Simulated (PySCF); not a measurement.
## Two-component Hartree-Fock for Zn³⁺ (zinc, charge +3)

Start: [Ar] 3d9; 3d3/2 filled at m_j = -3/2, -1/2, +1/2, +3/2; 3d5/2 filled at m_j = -3/2, -1/2, +1/2, +3/2, +5/2. Calculated with PySCF 2.14 in x2c-TZVPall-2c (6s7p4d1f, 54 functions): generalised Hartree-Fock with the X2C-1e Hamiltonian and a Gaussian nucleus; one run each with spin-orbit coupling (SO) switched off, then screened by Boettger's factors.

```tsv
spinor shell	electrons	ε, spin-free (eV)	ε, screened SO (eV)	weight of nominal j (screened SO)	rms radius, screened SO (bohr)
1s1/2	2	-9772.6	-9772.4	1.000	0.0580
2s1/2	2	-1276.6	-1276.5	1.000	0.244
2p1/2	2	-1107.9	-1124.7	0.999	0.217
2p3/2	4	-1107.9	-1099.8	1.000	0.220
3s1/2	2	-199.69	-199.67	1.000	0.727
3p1/2	2	-147.14	-150.63	0.951	0.759
3d3/2	4	-62.798	-63.530	0.831	0.906
3d5/2	5	-62.798	-62.222	0.865	0.916
```

Task: Where does 3p3/2 lie, and what is the 3p spin-orbit splitting (screened SO)?

Result: At -145.42 eV, 5.205 eV above 3p1/2.

```json
{"quantity": "E (hartree)", "spin-free": "-1791.95705", "screened SO": "-1792.01344"}
{"quantity": "M_J", "spin-free": "5/2", "screened SO": "5/2"}
{"quantity": "⟨J²⟩", "spin-free": "8.753", "screened SO": "8.753"}
{"quantity": "⟨L²⟩", "spin-free": "6.002", "screened SO": "6.004"}
{"quantity": "⟨S²⟩", "spin-free": "0.751", "screened SO": "0.752"}
```

Each row is a mean over spinors that exchange with the open shell spreads, by up to 8.040 eV (3p3/2).

Rows whose weight is well below 1 are mixtures of j = l ± 1/2: exchange outweighs spin-orbit coupling there, and the label is only the starting occupation.

Without spin-orbit coupling the j labels of p, d and f shells carry no meaning; the spin-free column gives the mean over the occupied spinors of each nl shell.
